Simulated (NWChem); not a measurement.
System: ZnNH2I; SMILES [Zn]([NH2])[I]

The following NWChem deck was run.

```
start job
memory heap 200 mb stack 900 mb global 1100 mb
geometry units angstroms noautosym nocenter noautoz
  Zn     0.152785    -1.187070     0.003756
  I     -0.145193     1.224239     0.001062
  N      0.519708    -2.969153     0.008247
  H      0.276835    -3.484326    -0.835143
  H      0.167793    -3.503297     0.799783
end
basis spherical
  * library def2-svpd
end
ecp
  I library def2-ecp
end
dft
  xc slater vwn_5
  iterations 150
end
property
  response 1 0.0
end
task dft property
```

Structure relaxed at the PBE0/def2-SVP level. def2 effective core potentials on I; no spin-orbit coupling.

Static field.

**Question.** Give the results of this calculation. (LDA (Slater exchange, VWN5)/def2-SVPD with def2 effective core potentials on I.) Quantities: isotropic polarisability (bohr³); anisotropy (bohr³).

**Answer.** 
```yaml
isotropic polarisability (bohr³): 73.1
anisotropy (bohr³): 44.4
```
